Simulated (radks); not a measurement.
Results of a calculation; reference values are marked as such.
Problem. Species: Cu+. Configuration: [Ar] 3d10. Level of theory: scalar-relativistic Kohn-Sham, Slater X-alpha with alpha = 0.667, spin-polarised, spherical densities, finite nucleus; Fermi nuclear charge, rms radius 3.8823 fm (a radial shooting solver on a logarithmic mesh with Libxc functionals). Some entries of the table are withheld. Estimate them.

| orbital | occ. | eigenvalue (eV) | r(max) (bohr) |
|---|---|---|---|
| 1s | 2 | (1) | 0.03417 |
| 2s | 2 | -1067.225 | (2) |
| 2p | 6 | (3) | 0.1582 |
| 3s | 2 | (4) | 0.6141 |
| 3p | 6 | -79.3077 | 0.6196 |
| 3d | 10 | (5) | 0.6008 |

Solution. 
(1) 1s eigenvalue (eV): -8839.786
(2) 2s r(max) (bohr): 0.1970
(3) 2p eigenvalue (eV): -923.2411
(4) 3s eigenvalue (eV): -121.3920
(5) 3d eigenvalue (eV): -12.6300
